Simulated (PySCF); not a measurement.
Polarisability and C₆ of Te²⁺ (tellurium, charge +2)

[Kr] 4d10 5s1 5p3, high-spin 5S determinant (an excited configuration). Calculation: PySCF 2.14, in aug-cc-pwCVTZ-PP with ECP28MDF; a scalar-relativistic core potential. Coupled (time-dependent) response in atomic units; α is the mean over directions.

| method | mean α (bohr³) | C₆ (like pair) | S(−4) |
| --- | --- | --- | --- |
| B3LYP | 14.05 | 92.59 | 45.54 |

S(−4) is the Cauchy moment in α(ω) = α(0) + S(−4) ω² + …

α(iu) at B3LYP:

```csv
u (hartree),α(iu) (bohr³)
0,14.05
0.0500,13.94
0.100,13.61
0.200,12.46
0.300,10.97
0.500,8.087
0.750,5.588
1.00,4.090
1.50,2.553
2.00,1.811
3.00,1.092
5.00,0.5323
```

For an ion, C₆ is the dispersion term alone; charge-induced terms of lower order in 1/R come first.

Energies and moments cover only the electrons outside the core potential.
